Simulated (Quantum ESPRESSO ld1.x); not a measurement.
Question: Radial electron density D(r) = 4 pi r^2 rho(r) of an atom or ion with 14 electrons. Method: non-relativistic Kohn-Sham, PBEsol, spin-unpolarised, spherical densities, point nucleus; computed with ld1.x of Quantum ESPRESSO 7.5.

| r (bohr) | D(r) (e/bohr) |
|---|---|
| 0.006925 | 1.289 |
| 0.009017 | 2.044 |
| 0.01174 | 3.176 |
| 0.01529 | 4.809 |
| 0.01991 | 7.037 |
| 0.02592 | 9.855 |
| 0.03376 | 13.04 |
| 0.04396 | 16.04 |
| 0.05678 | 17.97 |
| 0.07393 | 18.12 |
| 0.09627 | 16.23 |
| 0.1254 | 13.45 |
| 0.1632 | 12.00 |
| 0.2125 | 13.39 |
| 0.2768 | 16.41 |
| 0.3604 | 17.50 |
| 0.4693 | 14.29 |
| 0.611 | 8.445 |
| 0.7957 | 3.998 |
| 1.036 | 2.757 |
| 1.349 | 2.944 |
| 1.757 | 2.420 |
| 2.287 | 1.207 |
| 2.978 | 0.3392 |
| 3.878 | 0.05010 |
| 5.05 | 0.003331 |

What is the nuclear charge?

Answer: Z = 16. The innermost maximum, from 1s, lies near 1/Z = 0.0625 bohr (found: 0.0661), and its height grows with Z. The density is that of the sulfur ion S2+ in [Ne] 3s2 3p2; the configuration itself is not fixed sharply by these data, and Z only to about a unit. D(r) has 3 maxima, at r = 0.0661, 0.341, 1.36 bohr, and minima at 0.165, 1.04 bohr, inside which lie 2.18, 10.41 electrons.
